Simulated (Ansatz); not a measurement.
Diatomic AlCo, multiplicity 3 (the spin of the measured ground state). No spin–orbit coupling. Co is treated without relativity.

D_e counts from the fitted minimum to each atom's lowest state at the same level, without counterpoise.

Codes used: Ansatz (a first-principles code). 

```csv
level,bond energy D_e (eV)
PBE/def2-TZVPP,2.414
r2SCAN/def2-TZVPP,2.186
B97M-V/def2-TZVPP,2.172
B3LYP/def2-TZVPP,1.929
PBE0/def2-TZVPP,1.870
BHLYP/def2-TZVPP,?
CAM-B3LYP/def2-TZVPP,?
wB97X-V/def2-TZVPP,1.821
wB97M-V/def2-TZVPP,1.841
```

### Question
What belongs in the gaps?

### Answer

- BHLYP/def2-TZVPP, bond energy D_e (eV): 0.929
- CAM-B3LYP/def2-TZVPP, bond energy D_e (eV): 1.767

Doubts at one or more of the structures used: a spin-contaminated determinant (r2SCAN/def2-TZVPP).
